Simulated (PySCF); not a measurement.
## Distorted geometries of [Pb(CH3)2]2+

[Pb(CH3)2]2+ (singlet). PySCF 2.14.0, RKS TPSS, Pb def2-SVP with ECP60, C def2-SVP, H def2-SVP; non-relativistic Hamiltonian with scalar-relativistic core potentials where named; density fitting; no spin-orbit coupling. Relaxed geometry:

```xyz
9

Pb    0.0000    0.0000    0.7789
C     2.2933    0.0000    0.7761
H     2.5449    0.0000   -0.3007
H     2.5484    0.9320    1.3133
H     2.5484   -0.9320    1.3133
C    -2.2933    0.0000    0.7761
H    -2.5449    0.0000   -0.3007
H    -2.5484   -0.9320    1.3133
H    -2.5484    0.9320    1.3133
```

**Question.** Order these distorted geometries by energy above the relaxed one, lowest first.
A.
```xyz
9

Pb    0.0645    0.1410    0.6729
C     2.2567    0.0968    0.6882
H     2.5072   -0.0084   -0.0731
H     2.4378    0.8182    1.3035
H     2.7160   -0.8554    1.2007
C    -2.3666    0.1442    0.5798
H    -2.5336   -0.3024   -0.2339
H    -2.4878   -1.0134    1.5193
H    -2.5942    0.9794    1.3256
```
B.
```xyz
9

Pb   -0.0721    0.0805    0.7622
C     2.1695   -0.2730    0.6866
H     2.5321    0.1633   -0.1922
H     2.5574    1.0142    1.4038
H     2.4690   -0.8657    1.2460
C    -2.1888    0.1880    0.7484
H    -2.3918    0.0839   -0.3686
H    -2.5767   -1.0562    1.3667
H    -2.4985    0.6650    1.3300
```
C.
```xyz
9

Pb   -0.1805   -0.0161    0.7049
C     2.1837   -0.3021    0.9246
H     2.6049    0.0327   -0.1719
H     2.6455    1.1677    1.1741
H     2.5536   -0.7146    1.4554
C    -2.1450    0.1035    0.6462
H    -2.4075   -0.1742   -0.0693
H    -2.7131   -0.9441    1.1607
H    -2.5416    0.8472    1.1582
```

**Answer.** A (5.92 eV), B (7.33 eV), C (10.84 eV).

**Question.** Which forces (eV/Å) act in the one that lies 7.33 eV up?

**Answer.** 
```
Pb    2.04  -0.57   0.35
C    -5.49  15.67  -6.18
H     0.70  -0.28  -2.37
H    -1.27  -3.26  -1.38
H     5.30 -11.72   9.88
C     6.86 -18.86 -15.77
H    -0.45   0.67   1.26
H     1.40   3.10  -1.97
H    -9.10  15.25  16.18
```
Forces carry noise of the integration grid, about 0.01 to 0.03 eV/Å.

No frequency check is given that shows the relaxed geometry to be a minimum.
